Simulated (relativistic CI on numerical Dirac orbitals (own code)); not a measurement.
# Line list: Electric-dipole lines, La10+

Calculated at this level of theory: Dirac-Coulomb-Breit CI, separate exchange-only KLI orbitals for each configuration, QED by a radiative potential, unscaled Slater integrals (own radial code, finite nucleus).

Configurations in the expansion (outside the closed core [Kr]): 4d10.5s, 4d10.5p, 4d10.4f, 4d10.5d, 4d10.5f, 4d10.5g, 4d9.5s.4f, 4d10.6s, 4d9.5s2, 4d10.6p, 4d10.6d, 4d9.5s.5p, 4d10.7s, 4d10.7p, 4d10.6f, 4d10.7d, 4d10.8s, 4d9.5s.5d, 4d10.9s, 4d9.5s.6s. Double excitations out of closed p, d and f shells are left out; levels of such configurations are missing from the list, as are those of other unlisted configurations, and high levels can miss mixing partners.

```
λ vac (Å)                   Lower                   Upper   A (s⁻¹)  E lower (cm⁻¹)  E upper (cm⁻¹)
   90.325      4d10.5s 2S_1/2 [1]  4d9.5s.4f 2P°_3/2 [97]  3.45e+12               0         1107117
   90.351      4d10.5s 2S_1/2 [1]  4d9.5s.4f 2P°_1/2 [96]  3.44e+12               0         1106800
   160.84     4d10.4f 2F°_5/2 [4]     4d10.5g 2G_7/2 [21]  8.57e+10          187449          809168
   161.35     4d10.4f 2F°_7/2 [5]     4d10.5g 2G_9/2 [20]  8.93e+10          189366          809126
   355.33  4d9.5s.5p 4F°_7/2 [25]   4d9.5s.5d 4G_9/2 [90]  3.25e+10          819929         1101355
   372.32     4d10.5p 2P°_1/2 [2]      4d10.5d 2D_3/2 [6]  2.98e+10          145056          413641
   380.91  4d9.5s.5p 4F°_9/2 [32]  4d9.5s.5d 4G_11/2 [92]  3.33e+10          839942         1102471
   381.14      4d10.5d 2D_3/2 [6]    4d10.5f 2F°_5/2 [11]  4.30e+10          413641          676012
   387.75      4d10.5d 2D_5/2 [7]    4d10.5f 2F°_7/2 [12]  4.46e+10          418985          676885
   412.17     4d10.5p 2P°_3/2 [3]      4d10.5d 2D_5/2 [7]  2.80e+10          176367          418985
   462.03     4d9.5s2 2D_3/2 [14]  4d9.5s.5p 2D°_3/2 [83]  2.48e+10          717464          933902
   462.76     4d9.5s2 2D_5/2 [13]  4d9.5s.5p 2D°_5/2 [80]  2.37e+10          693147          909242
   481.49     4d9.5s2 2D_3/2 [14]  4d9.5s.5p 2F°_5/2 [82]  2.14e+10          717464          925153
   486.47     4d9.5s2 2D_5/2 [13]  4d9.5s.5p 2F°_7/2 [77]  1.47e+10          693147          898708
   751.00    4d10.5f 2F°_5/2 [11]     4d10.5g 2G_7/2 [21]  9.85e+09          676012          809168
   756.19    4d10.5f 2F°_7/2 [12]     4d10.5g 2G_9/2 [20]  1.00e+10          676885          809126
   778.49     4d10.6d 2D_3/2 [15]    4d10.6f 2F°_5/2 [78]  1.03e+10          772881          901335
   785.98     4d10.6d 2D_5/2 [16]    4d10.6f 2F°_7/2 [79]  9.38e+09          775367          902596
   817.16     4d10.6p 2P°_1/2 [9]     4d10.6d 2D_3/2 [15]  7.64e+09          650506          772881
   895.59    4d10.6p 2P°_3/2 [10]     4d10.6d 2D_5/2 [16]  7.40e+09          663709          775367
```

Terms are leading LS components. Brackets give the number of a level in order of energy, since labels repeat. The list gives strong lines, with weight on those to low levels, without lines whose two gauges differ by over a factor of 2.5. Levels whose partners in the same complex of configurations lie outside the list can be far off, and so can their lines. Rates are taken at the computed energies, electric ones in the length gauge.

At this charge transitions that keep the count of f electrons are usually good to a few per cent. Levels and lines within the n = 5 or 6 shells can be off by up to 10 % or somewhat more, and those that change n by about 2 %, since core polarisation is missing. Levels that differ in their count of f electrons can be misplaced by several ten thousand cm⁻¹, since the correlation energy of f electrons is missing or only estimated; rates across such gaps can be off by orders of magnitude.

LS names give the leading component of a level, which can be under half, so a name can repeat, a term be missing and a line seem to break the LS rules.
